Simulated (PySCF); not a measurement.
# Vibration and rotation of SbS

M06 constants of SbS, ²Π (doublet), unpaired electrons π ↑ (PySCF, scalar-relativistic core potentials, basis sets Sb cc-pVDZ-PP with ECP28, S cc-pV(D+d)Z; masses 120.9038 and 31.9721 u):

| Quantity | Value |
| --- | --- |
| ωe | 494.7 cm⁻¹ |
| ωexe | 1.18 cm⁻¹ |
| Be | 0.13355 cm⁻¹ |
| αe | 0.000458 cm⁻¹ |
| D (centrifugal) | 3.89e-08 cm⁻¹ |
| De to Sb + S | 4.03 eV |

Task: Give the vibrational terms G(v) and spacings up to v = 6.

Result: G(v) = ωe(v+½) − ωexe(v+½)².

```tsv
v	G(v) (cm⁻¹)	G(v) − G(v−1)	Bv (cm⁻¹)
0	247.1		0.1333
1	739.4	492.3	0.1329
2	1229.4	490.0	0.1324
3	1717.0	487.6	0.1319
4	2202.3	485.3	0.1315
5	2685.2	482.9	0.1310
6	3165.7	480.5	0.1306
```

Task: How well does the Morse estimate ωe²/(4ωexe) reproduce De, and what is D0?

Result: It gives 6.43 eV, 160 % of the computed De. D0 = De − G(0) = 4.03 − 0.03 = 4.00 eV.

Spin–orbit coupling is left out, which matters for elements this heavy, above all for dissociation energies. The state is the lowest determinant that a PBE0 search found; another state may lie lower at other levels.
